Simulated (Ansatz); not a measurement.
Mulliken charges of H6InN, SMILES `[NH3+][InH3-]` from ωB97M-V/def2-TZVPP in Ansatz (PBE0-D4/def2-TZVP geometry).

| atom | x (Å) | y (Å) | z (Å) | charge (e) |
| --- | --- | --- | --- | --- |
| N1 | -0.531 | 0.146 | -0.989 | -0.313 |
| In2 | 0.616 | -0.178 | 1.087 | 0.264 |
| H3 | 0.070 | -0.080 | -1.772 | 0.164 |
| H4 | -1.353 | -0.444 | -1.042 | 0.164 |
| H5 | -0.829 | 1.109 | -1.090 | 0.164 |
| H6 | -0.700 | 0.311 | 2.108 | -0.148 |
| H7 | 0.923 | -1.873 | 0.870 | -0.148 |
| H8 | 1.897 | 0.952 | 0.772 | -0.148 |

Q: By hand: the dipole of these point charges (1 e Å = 4.8032 D).

A: Σ q r = (-0.331, 0.094, -0.599) e Å, of length 0.691 e Å = 3.32 D.

Q: How does the dipole of the full density compare? (Estimate.)

A: Computed: (-0.470, 0.133, -0.850) e Å, 4.71 D; the point charges give 0.70 times that, at 0° from its direction.

Point charges leave out the atoms' own dipoles, such as those of lone pairs, and Mulliken's split depends on the basis, so the two needn't agree.
